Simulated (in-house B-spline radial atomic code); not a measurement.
A fraction x of an electron is moved 4s → 4f in Br²⁺, starting from [Ar] 3d10 4s2 4p3 and keeping the highest spin. Computed with a B-spline radial code for spherical atoms: scalar-relativistic (X2C) LDA exchange-only, spin-polarised, spherical fractional occupations, Fermi nucleus of rms radius 4.1629 fm.

```
    x  E(x) - E(0) (eV)  4s down level (eV)  4f up level (eV)
    0            0.0000             -38.221                 -
0.125            4.2820             -39.055            -4.636
 0.25            8.6117             -39.830            -4.967
0.375           12.9975             -40.544            -5.237
  0.5           17.4371             -41.195            -5.475
0.625           21.9251             -41.772            -5.693
 0.75                 ?                   ?                 ?
0.875                 ?                   ?                 ?
    1           35.5789                   -            -6.269
```

Q: What belongs in the row x = 0.75?

A: An energy change of 26.4538 eV; 4s down at -42.261 eV, 4f up at -5.896 eV.

Q: What belongs in the row x = 0.875?

A: An energy change of 31.0118 eV; 4s down at -42.626 eV, 4f up at -6.087 eV.

Q: Check Janak's theorem between x = 0.125 and 0.25.

A: The slope of the energy is 34.64 eV; the orbital levels give 34.64 eV (ε of the receiving orbital less ε of the emptying one, averaged over the two points).
